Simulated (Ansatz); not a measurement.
One geometry of the cluster Si5F3, several levels of theory.

```yaml
crystal:
  periodic: [false, false, false]
  atoms:
    - {symbol: Si, position_ang: [1.049558, -1.272180, -0.118526]}
    - {symbol: Si, position_ang: [1.588700, 0.750226, -1.293701]}
    - {symbol: Si, position_ang: [-0.901916, -0.365551, 0.831494]}
    - {symbol: Si, position_ang: [-0.808577, 0.627559, -1.298723]}
    - {symbol: Si, position_ang: [0.777958, 1.346396, 0.942455]}
    - {symbol: F, position_ang: [-1.761220, 1.895710, -1.680244]}
    - {symbol: F, position_ang: [-2.076236, -0.897343, 1.824828]}
    - {symbol: F, position_ang: [2.131732, -2.084827, 0.792407]}
basis:
  gaussian: {orbitals: def2-TZVPD, initial_orbitals: start.molden}
magnetization: {spin_polarized: true, initial_magnetization: 1}
hamiltonian: {xc: pbe0, dispersion: d4}
scf: {omitted_lower_state_checks: [starts]}
output: {orbitals: {seedname: orbitals}}
```

The file start.molden holds the orbitals of an earlier run on this structure, at another level or in another basis.

```sh
$ ansatz run in.yaml --threads 4 --pin off --events-out ev --progress --plain --max-ram 4787MiB
```

Shortened log:

```
Functional definition: PBE0
2071 factors; their error is unknown
the host lacks memory for fits, so the integrals are decomposed
2085 factors; integrals over basis functions are off by at most 7.2e-4 eV
mean field evaluation 1: about -47521.7590 eV, gradient 6.1e0 eV
mean field evaluation 2: about -47521.8482 eV, gradient 1.3e-1 eV
mean field evaluation 4: about -47522.1707 eV, gradient 3.3e-3 eV
mean field -47522.17069748 eV, -1746.4075614483 hartree, gradient 4.7e-5 eV, S^2 0.786159; 0 other end points of the search recorded, 0 dependent functions left out
reference -47522.17075030 eV, -1746.4075633893 hartree; 49, 48 occupied and 286, 287 virtual orbitals, 2085 factors
Total energy: -47522.59362452 eV, -1746.4231037302 hartree
Checks for a lower state left out: starts
```

It took 19 s on 4 threads of Arm Neoverse V2 on a shared host, peak host memory 1.8 GiB.

As the first input, with `gaussian: {orbitals: def2-TZVP, initial_orbitals: start.molden}` (abridged; 18 s):

```
Functional definition: PBE0
mean field -47522.08342841 eV, -1746.4043543689 hartree, gradient 2.4e-5 eV, S^2 0.786163
Total energy: -47522.50633651 eV, -1746.4198959549 hartree
Checks for a lower state left out: starts
```

The first input with `gaussian: {orbitals: def2-TZVP, initial_orbitals: start.molden}`, `hamiltonian: {xc: pbe, dispersion: d4}` (abridged; 7 s):

```
Functional definition: PBE
mean field -47519.20365254 eV, -1746.2985245577 hartree, gradient 1.4e-5 eV, S^2 0.764700
Total energy: -47519.69646381 eV, -1746.3166350378 hartree
Checks for a lower state left out: starts
```

As the first input, with `gaussian: {orbitals: 6-31G}`, `hamiltonian: {xc: {name: B3LYP}, dispersion: d4}` (abridged; 3 s):

```
Functional definition: B3LYP
mean field evaluation 16: about -47533.9787 eV, gradient 2.4e-4 eV
mean field -47533.97867941 eV, -1746.8414967804 hartree, gradient 2.8e-5 eV, S^2 0.767702
Total energy: -47534.79793790 eV, -1746.8716039745 hartree
Checks for a lower state left out: starts
```

First input, but with `hamiltonian: {xc: r2scan, dispersion: d4}` (abridged; 28 s):

```
Functional definition: r2SCAN
mean field -47539.61836862 eV, -1747.0487515360 hartree, gradient 4.3e-5 eV, S^2 0.796988
Total energy: -47539.72250606 eV, -1747.0525785166 hartree
Checks for a lower state left out: starts
```

Geometry: B3LYP-D4/def2-SVP.

B3LYP takes the VWN-RPA correlation. The structure comes from a short search, and lower isomers may exist.
